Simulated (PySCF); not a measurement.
Members of one series of related molecules.

All values: B3LYP/def2-SVPD (PySCF) at PBE0-D3(BJ)/def2-SVP geometries, gas phase, one conformer each. Core orbitals are frozen in the response; Δα² is half the sum of the squared differences of the principal polarisabilities.

Task: Rank by HOMO energy, highest first.
A. `N[SiH2]B(Cl)Cl`
B. `[SiH2](S[SiH3])N`
C. `N[SiH2]C=O`
D. `N[SiH2]C(F)F`
E. `N[SiH2]C(F)(F)F`
F. `NC[SiH2]N`

Result: F (-6.22 eV), C (-6.70 eV), B (-7.08 eV), A (-7.31 eV), D (-7.55 eV), E (-7.82 eV).

Task: Rank by HOMO–LUMO gap, lowest first.
A. `N[SiH2]C(N)=O`
B. `N[SiH2]B(Cl)Cl`
C. `N[SiH2]C(F)F`
D. `N[SiH2]C=O`
E. `N[SiH2]P`
F. `N[SiH2]C(F)(F)F`

Result: D (4.79 eV), B (5.02 eV), A (6.05 eV), E (6.83 eV), C (7.29 eV), F (7.45 eV).

Task: Rank by dipole moment, lowest first.
A. `[NH2:1][SiH2:2][PH2:3]` with H–N1–Si2–P3 53° and -166°, N1–Si2–P3–H 178° and 83°
B. `[NH2:1][SiH2:2][C:3]([F:4])([F:5])[F:6]` with H–N1–Si2–C3 74° and -74°
C. `[NH2:1][SiH2:2][B:3]([Cl:4])[Cl:5]` with H–N1–Si2–B3 -37° and 180°, N1–Si2–B3–Cl4 13°
D. `[NH2:1][SiH2:2][C:3]([NH2:4])=[O:5]` with H–N1–Si2–C3 137° and -87°, N1–Si2–C3–N4 -9°
E. `[NH2:1][SiH2:2][CH:3]=[O:4]` with H–N1–Si2–C3 -141° and 75°, N1–Si2–C3–O4 -163°
F. `[NH2:1][SiH2:2][S:3][SiH3:4]` with H–N1–Si2–S3 -64° and 144°, N1–Si2–S3–Si4 -41°

Result: A (1.25 D), C (1.56 D), F (2.41 D), B (2.58 D), E (3.55 D), D (4.70 D).

All values together:

```json
{"SMILES": "N[SiH2]C(F)F", "formula": "CH5F2NSi", "μ (D)": "2.70", "HOMO (eV)": "-7.55", "LUMO (eV)": "-0.26", "α (Å³)": "7.52", "Δα (Å³)": "0.86", "electrons": "50", "α per electron (Å³)": "0.150", "ΔSCF removal energy (eV)": "9.94"}
{"SMILES": "N[SiH2]B(Cl)Cl", "formula": "BCl2H4NSi", "μ (D)": "1.56", "HOMO (eV)": "-7.31", "LUMO (eV)": "-2.29", "α (Å³)": "11.70", "Δα (Å³)": "3.81", "electrons": "64", "α per electron (Å³)": "0.183", "ΔSCF removal energy (eV)": "9.58"}
{"SMILES": "N[SiH2]S[SiH3]", "formula": "H7NSSi2", "μ (D)": "2.41", "HOMO (eV)": "-7.08", "LUMO (eV)": "-0.30", "α (Å³)": "12.70", "Δα (Å³)": "3.56", "electrons": "58", "α per electron (Å³)": "0.219", "ΔSCF removal energy (eV)": "9.21"}
{"SMILES": "N#CC[SiH2]N", "formula": "C2H6N2Si", "μ (D)": "3.65", "HOMO (eV)": "-7.60", "LUMO (eV)": "-0.20", "α (Å³)": "9.32", "Δα (Å³)": "2.68", "electrons": "46", "α per electron (Å³)": "0.203", "ΔSCF removal energy (eV)": "9.94"}
{"SMILES": "NC[SiH2]N", "formula": "CH8N2Si", "μ (D)": "1.72", "HOMO (eV)": "-6.22", "LUMO (eV)": "0.02", "α (Å³)": "8.88", "Δα (Å³)": "1.57", "electrons": "42", "α per electron (Å³)": "0.211", "ΔSCF removal energy (eV)": "8.63"}
{"SMILES": "N[SiH2]C(F)(F)F", "formula": "CH4F3NSi", "μ (D)": "2.58", "HOMO (eV)": "-7.82", "LUMO (eV)": "-0.37", "α (Å³)": "7.56", "Δα (Å³)": "0.88", "electrons": "58", "α per electron (Å³)": "0.130", "ΔSCF removal energy (eV)": "10.25"}
{"SMILES": "N[SiH2]P", "formula": "H6NPSi", "μ (D)": "1.25", "HOMO (eV)": "-7.04", "LUMO (eV)": "-0.21", "α (Å³)": "9.80", "Δα (Å³)": "2.74", "electrons": "42", "α per electron (Å³)": "0.233", "ΔSCF removal energy (eV)": "9.21"}
{"SMILES": "N[SiH2]C(N)=O", "formula": "CH6N2OSi", "μ (D)": "4.70", "HOMO (eV)": "-6.58", "LUMO (eV)": "-0.53", "α (Å³)": "9.11", "Δα (Å³)": "2.89", "electrons": "48", "α per electron (Å³)": "0.190", "ΔSCF removal energy (eV)": "8.87"}
{"SMILES": "N[SiH2]C=O", "formula": "CH5NOSi", "μ (D)": "3.55", "HOMO (eV)": "-6.70", "LUMO (eV)": "-1.91", "α (Å³)": "7.77", "Δα (Å³)": "2.22", "electrons": "40", "α per electron (Å³)": "0.194", "ΔSCF removal energy (eV)": "9.12"}
```

Conformers: `[NH2:1][SiH2:2][CH:3]([F:4])[F:5]` with H–N1–Si2–C3 158° and -59°, N1–Si2–C3–F4 57°; `[NH2:1][SiH2:2][B:3]([Cl:4])[Cl:5]` with H–N1–Si2–B3 -37° and 180°, N1–Si2–B3–Cl4 13°; `[NH2:1][SiH2:2][S:3][SiH3:4]` with H–N1–Si2–S3 -64° and 144°, N1–Si2–S3–Si4 -41°; `[N:1]#[C:2][CH2:3][SiH2:4][NH2:5]` with C2–C3–Si4–N5 -52°, C3–Si4–N5–H -161° and 58°; `[NH2:1][CH2:2][SiH2:3][NH2:4]` with H–N1–C2–Si3 68° and -46°, N1–C2–Si3–N4 52°, C2–Si3–N4–H -151° and 71°; `[NH2:1][SiH2:2][C:3]([F:4])([F:5])[F:6]` with H–N1–Si2–C3 74° and -74°; `[NH2:1][SiH2:2][PH2:3]` with H–N1–Si2–P3 53° and -166°, N1–Si2–P3–H 178° and 83°; `[NH2:1][SiH2:2][C:3]([NH2:4])=[O:5]` with H–N1–Si2–C3 137° and -87°, N1–Si2–C3–N4 -9°; `[NH2:1][SiH2:2][CH:3]=[O:4]` with H–N1–Si2–C3 -141° and 75°, N1–Si2–C3–O4 -163°.

Task: By how much does the ΔSCF value exceed −ε(HOMO) over the species that have both?

Result: By 2.13 to 2.43 eV, 2.32 eV on average, over 9 species.
